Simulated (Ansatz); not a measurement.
**Pulling the pair apart**

The pair of H2 (SMILES [H][H], atoms 1–2) and BCl3 (SMILES ClB(Cl)Cl, atoms 3–6), both closed shells, in one local arrangement (a lower one may exist), relaxed at PBE0-D4/def2-TZVP:

| atom | x (Å) | y (Å) | z (Å) |
| --- | --- | --- | --- |
| H1 | 0.1292 | 0.0044 | -2.1725 |
| H2 | -0.4800 | -0.4202 | -2.0958 |
| Cl3 | 1.6945 | 0.7253 | 0.8438 |
| B4 | 0.0873 | 0.1038 | 1.0655 |
| Cl5 | -1.2666 | 1.1909 | 1.1019 |
| Cl6 | -0.1644 | -1.6042 | 1.2569 |

BCl3 is shifted rigidly along the line between the mean atom positions of the two fragments (negative: closer). Counterpoise interaction energies in kcal/mol. Computed with Ansatz 0.2.0 (basis: def2-TZVPPD); correlated methods freeze the cores.

```csv
shift (Å),PBE0-D4,wB97M-V,r2SCAN-D4
-0.35,-0.47,-0.55,-0.23
-0.17,-0.67,-0.68,-0.44
0.00,-0.72,-0.67,-0.49
0.17,-0.69,-0.61,-0.47
0.42,-0.59,-0.50,-0.39
0.87,-0.38,-0.31,-0.24
1.74,-0.15,-0.12,-0.09
3.47,-0.04,-0.02,-0.02
```

Q: What does CCSD(T) give at these shifts? (To be estimated.)

A: By the calculation: -0.18, -0.42, -0.50, -0.49, -0.42, -0.27, -0.10, -0.02 kcal/mol. For zero shift, CCSD(T) at an estimated basis limit (MP2 extrapolated from triple and quadruple zeta, plus CCSD(T) − MP2 in triple zeta) gives -0.66 kcal/mol. These are counterpoise interaction energies, counted from the two frozen fragments.

T1 diagnostic: at most 0.012.

For scale, one of the runs: CCSD(T)/def2-TZVPPD, 224 basis functions, launched by `ansatz run in.yaml --threads 4 --pin off --events-out ev --progress --plain --max-ram 9574MiB`. Hardware: 4 CPU threads of an Arm Neoverse V1, shared host. Wall time 64 s; peak host memory 3.3 GiB.
